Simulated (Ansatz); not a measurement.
**Cost against result**

Saddle point of Si2H5ClO, closed shell (Si₂H₅ClO ([OH][SiH]([SiH3])[Cl]) → Si₂H₄O ([O][SiH][SiH3]) + HCl; bonds formed: Cl2–H4; bonds broken: Si1–Cl2, O3–H4), PBE0-D4/def2-TZVP structure:

Si1  (-0.858, -0.809, -0.491)
Cl2  (0.602, 2.001, -1.272)
O3  (-1.135, -0.046, -1.813)
H4  (-0.390, 0.966, -1.733)
H5  (-1.621, -2.073, -0.322)
Si6  (0.654, -0.064, 1.148)
H7  (0.177, 1.215, 1.709)
H8  (2.018, -0.061, 0.583)
H9  (0.554, -1.129, 2.190)
(Å)

Barriers are electronic and count from the start structure reached by relaxing down the imaginary mode.

Computed with Ansatz 0.2.0 (basis: as named in each row); correlated methods freeze the cores. B3LYP uses VWN-RPA correlation. Extrapolation: Hartree–Fock as exp(−7.88 √X), correlation as X^−2.97.

Times are rough, for one single point on 4 threads of a shared host (Intel Xeon).

The estimate by CCSD(T) at an estimated basis limit (MP2 extrapolated from triple and quadruple zeta, plus CCSD(T) − MP2 in triple zeta) is 61.55 kcal/mol.

| method | basis | time (s) | barrier (kcal/mol) | method less estimate |
| --- | --- | --- | --- | --- |
| HF | STO-3G | under 1 | 85.13 | 23.58 |
| PBE-D4 | STO-3G | 1 | 42.93 | -18.62 |
| SPW92 | def2-SVP | 1 | 52.52 | -9.03 |
| PBE-D4 | def2-SVP | 2 | 53.07 | -8.48 |
| B3LYP-D4 | 6-31G | 2 | 49.29 | -12.27 |
| PBE0-D4 | def2-SVP | 2 | 59.70 | -1.85 |
| BLYP-D4 | def2-TZVPP | 4 | 52.09 | -9.46 |
| SPW92 | def2-TZVPP | 4 | 52.81 | -8.75 |
| PBE-D4 | def2-TZVPP | 5 | 54.06 | -7.49 |
| CCSD(T) | def2-SVP | 6 | 61.20 | -0.36 |
| B3LYP-D4 | def2-TZVPP | 6 | 57.71 | -3.85 |
| r2SCAN-D4 | def2-TZVPP | 7 | 58.92 | -2.63 |
| wB97M-V | def2-SVP | 8 | 60.65 | -0.91 |
| PBE0-D4 | def2-TZVPP | 8 | 60.53 | -1.02 |
| BHLYP-D4 | def2-TZVPP | 8 | 64.46 | 2.91 |
| CAM-B3LYP-D4 | def2-TZVPP | 8 | 60.26 | -1.29 |
| r2SCAN0-D4 | def2-TZVPP | 8 | 63.17 | 1.62 |
| PBE-QIDH | def2-TZVPP | 11 | 63.66 | 2.11 |
| B97M-V | def2-TZVPP | 12 | 61.59 | 0.04 |
| RPA on PBE | def2-TZVPP | 12 | 59.55 | -2.00 |
| wB97M-V | def2-TZVPP | 13 | 61.11 | -0.44 |
| B2PLYP | def2-TZVPP | 13 | 59.45 | -2.10 |
| wB97X-V | def2-TZVPP | 14 | 62.64 | 1.09 |
| MP2 | def2-QZVPP | 36 | 60.62 | -0.93 |
| CCSD(T) | def2-TZVPP | 96 | 61.59 | 0.04 |

All methods are single points on the PBE0-D4 structures.

T1 diagnostic: at most 0.020.

Labels in which every atom is bracketed show which atoms are joined, not bond orders.
